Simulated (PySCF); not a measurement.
Compound: C9H9NS.
SMILES with atom numbers: `[CH3:1][S:2][c:3]1[cH:4][c:5]([CH3:6])[cH:7][c:8]([C:9]#[N:10])[cH:11]1` (hydrogens: H12, H13, H14 on C1; H15 on C4; H16, H17, H18 on C6; H19 on C7; H20 on C11)

Jobs on this species (20 atoms, 86 electrons) with PySCF (density fitting). Hardware of each: x86-64 server, one thread, no GPU, shared host. The host was shared with other jobs, so the times are rough.

```csv
level and settings,work,basis functions,SCF cycles,wall time
"PBE0/pcSseg-1, IEF-PCM dimethylsulfoxide","shieldings, ring-centre shieldings",239,?,?
"PBE0-D3(BJ)/def2-SVP, grid level 1",geometry optimisation from a GFN2-xTB start,203,30,1.7 min
"PBE0/pcSseg-1, IEF-PCM dichloromethane","shieldings, ring-centre shieldings, charges and field gradients",239,15,66 s
```

Question: Fill in the missing figures.

Answer: 
- PBE0/pcSseg-1, IEF-PCM dimethylsulfoxide; shieldings, ring-centre shieldings: 68 s, 15 SCF cycles

Question: What do all jobs in the table cost together?

Answer: About 3.9 min; the longest takes about 43 % of that, and about 1.5 times as long as the shortest.
